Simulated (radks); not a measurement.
These are the eigenvalues of the occupied orbitals of an atom or ion with whole-number occupations (hartree). Method: Dirac Kohn-Sham, Wu-Cohen GGA, spin-unpolarised, spherical densities, finite nucleus; Fermi nuclear charge, rms radius of each element as measured or else 0.836 A^(1/3) + 0.57 fm; computed with a radial shooting solver on a logarithmic mesh with Libxc functionals.

1s1/2: -431.7389
2s1/2: -55.87109
2p1/2: -50.07411
2p3/2: -48.72989
3s1/2: -8.24785
3p1/2: -6.29850
3p3/2: -6.11340
3d3/2: -2.77177
3d5/2: -2.74475
4s1/2: -1.63746

Which element is it, and in what charge state? The configuration may be excited. Open shells, if any, fill j = l - 1/2 first.

Answer. Z = 33, arsenic, charge +3: As3+ in [Ar] 3d10 4s2. The list shows which subshells hold electrons but not how many an open one holds; the 1s level, -431.74 hartree, gives Z - s = 29.4 by -(Z - s)^2/2, which with screening and relativity narrows Z to a few neighbours, and the depths of the outer levels then fix element, charge and occupations together.
